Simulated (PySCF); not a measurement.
Molecule: `CC[C@@H]1SCS[C@H]1F`, C5H9FS2.

Cartesian coordinates in Å; atom numbers follow the order of the lines, from 1:
```xyz
17

C    -2.3708    0.4788    0.0467
C    -1.2181   -0.3232   -0.5420
C    -0.0012   -0.3262    0.3782
S     0.6481    1.3916    0.5597
C     2.2587    1.0981   -0.2365
S     2.0847   -0.2890   -1.3792
C     1.1088   -1.2165   -0.1617
F     1.9209   -1.6448    0.8553
H    -3.2071    0.4952   -0.6469
H    -2.0568    1.5022    0.2395
H    -2.7051    0.0387    0.9835
H    -1.5371   -1.3555   -0.7084
H    -0.9256    0.1015   -1.5049
H    -0.2720   -0.6667    1.3812
H     3.0020    0.8515    0.5211
H     2.5464    1.9884   -0.7884
H     0.7174   -2.1121   -0.6542
```

Frames of a GFN2-xTB Langevin trajectory at 600 K; GIAO PBE0/pcSseg-1 shieldings in PySCF, gas phase, non-relativistic; equivalent atoms averaged within each frame.

δ = σ(ref) − σ, references computed at the same level: ¹³C (σref 186.93), ¹H (σref 31.72) against TMS; CS2 for ³³S (σref 503.73); ¹⁹F (σref 170.95) against CFCl3. The references are static minima.

Question: How do the shifts (ppm) fluctuate along the trajectory?

Answer: 
```csv
time (fs),C7,C3,C5,C2,C1,S4,S6,F8,H17,H15
250,126.3,68.6,57.0,27.2,14.7,104,100,-143.6,6.34,5.60
425,113.8,77.0,44.7,45.4,29.0,156,223,-126.5,6.73,3.82
625,133.5,94.2,62.0,37.8,13.3,98,173,-105.4,6.42,6.57
800,125.9,67.7,51.4,21.7,17.5,99,125,-150.8,8.15,3.72
1000,113.1,59.3,57.2,45.1,29.5,127,151,-154.9,7.21,4.83
mean of frames,122.5,73.4,54.4,35.4,20.8,117,154,-136.2,6.97,4.91
standard deviation,8.8,13.2,6.6,10.7,7.9,25,47,20.4,0.74,1.21
```

5 frames give an uncertainty of the mean of about the standard deviation over 2.2 at best, since frames this close in time may not be independent; classical motion lacks zero-point vibration, and the reference would need the same averaging.
